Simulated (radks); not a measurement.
Valence configurations of Mg I (all share [Ne]). All-electron calculation, non-relativistic Kohn-Sham, LDA (Slater exchange, Perdew-Wang correlation), spin-polarised, spherical densities, point nucleus; open shells are filled with parallel spins first. Program: a radial shooting solver on a logarithmic mesh with Libxc functionals. Energies are relative to 3s2; eigenvalues in eV for spin up.

| valence | E (eV) | moment (Bohr magnetons) | e(3p) | e(3s) |
|---|---|---|---|---|
| 3s2 | 0.000 | 0 | - | -4.775 |
| 3s1.5 3p0.5 | 1.564 | 1 | -1.993 | -5.563 |
| 3s1 3p1 | 2.802 | 2 | -2.449 | -6.173 |
| 3s0.5 3p1.5 | 4.684 | 2 | -2.751 | -6.552 |
| 3p2 | 6.602 | 2 | -3.026 | - |

NIST lists [Ne] 3s2 as the ground configuration; this level of theory agrees among the configurations tried. The energies are those of spherical high-spin densities, not of single terms.
